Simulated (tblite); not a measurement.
Isomers of C8H5FN (doublet state). Computed with GFN2-xTB (tblite): harmonic, unscaled wavenumbers at the GFN2-xTB geometry, gas phase. The method is semi-empirical: single wavenumbers can be off by several per cent or more. One conformer each. Open shells enter through the occupations alone, without spin polarisation, and single modes of such species can be off by tens of per cent.

Electronic energies: GFN2-xTB at the same geometries; isomer energies are rough at this level and their order can be wrong.

```
              SMILES  electronic energy, lowest = 0 (kJ/mol)
   Cc1c(C#N)[c]ccc1F                                    11.1
 [C]#Cc1ccc(N)c(F)c1                                   134.2
C#Cc1ccc([NH])c(F)c1                                     0.0
```

Q: How do GFN2-xTB zero-point energies change the relative energies?

A: 
```csv
SMILES,ZPE (kJ/mol),of it from modes above 1550 cm⁻¹,electronic (kJ/mol),"with ZPE, lowest = 0 (kJ/mol)",lowest mode (cm⁻¹),rings
C#Cc1ccc([NH])c(F)c1,266.0,118.6,0.0,0.0,83,1
Cc1c(C#N)[c]ccc1F,268.6,115.1,11.1,13.6,34,1
[C]#Cc1ccc(N)c(F)c1,267.7,119.0,134.2,135.8,94,1
```

The zero-point energies span 2.6 kJ/mol, from `C#Cc1ccc([NH])c(F)c1` to `Cc1c(C#N)[c]ccc1F`. The order is unchanged.

Q: What do entropy and thermal enthalpy add at 298.15 K and 1 bar (rigid rotor, harmonic oscillator, one conformer each)?

A: 
```csv
SMILES,point group,symmetry number,S (J/(mol K)),H − H(0) (kJ/mol),ZPE + H − H(0) − TS (kJ/mol)
C#Cc1ccc([NH])c(F)c1,Cs,1,389.0,25.71,175.8
Cc1c(C#N)[c]ccc1F,Cs,1,403.7,26.58,174.8
[C]#Cc1ccc(N)c(F)c1,C1,1,390.1,26.19,177.6
```

S holds R ln(2S + 1) for the spin.
